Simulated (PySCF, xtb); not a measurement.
VF₄, SMILES [F][V]([F])([F])[F] (connectivity only; charge and spin as stated), neutral, multiplicity 2.

Harmonic wavenumbers (cm⁻¹) from GFN2-xTB (xtb) at its own minimum, in rising order: 140, 203, 235, 235, 275, 508, 562, 633, 633.

Q: What does PBE-D3(BJ)/def2-SVP in PySCF 2.14.0 give at its own minimum? (The exact figures need the calculation; the answer reports its results.)

A: 128, 170, 172, 214, 214, 707, 742, 810, 810. Paired by order, the mean absolute difference is 103 cm⁻¹ and the zero-point energies are 4.9 and 5.7 kcal/mol.
